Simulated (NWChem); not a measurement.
# MgHSeCl; SMILES [Cl][Mg][SeH]

```xyz
4

Mg     0.0070    -0.7388     0.0000
Cl     0.0150    -2.9407     0.0000
Se     0.0324     1.6814     0.0000
H     -1.4414     1.6907     0.0000
```
Atoms are numbered in this order, from 1.

All runs: NWChem. Geometry: optimised at PBE0/def2-SVP. Ions are spin-unrestricted doublets at the neutral geometry; other ion states weren't tried.

| level | vertical ionisation energy, ΔSCF (eV) | −ε(HOMO) (eV) | ΔSCF minus −ε(HOMO) (eV) |
|---|---|---|---|
| B3LYP/def2-TZVP | 9.42 | 6.90 | 2.52 |
| PBE/def2-TZVP | 9.20 | 6.03 | 3.17 |
| BHandHLYP/def2-TZVP | 9.32 | 8.08 | 1.24 |
| PBE0/def2-TZVP | 9.41 | 7.14 | 2.27 |
| M06-2X/def2-TZVP | 9.43 | 8.25 | 1.18 |
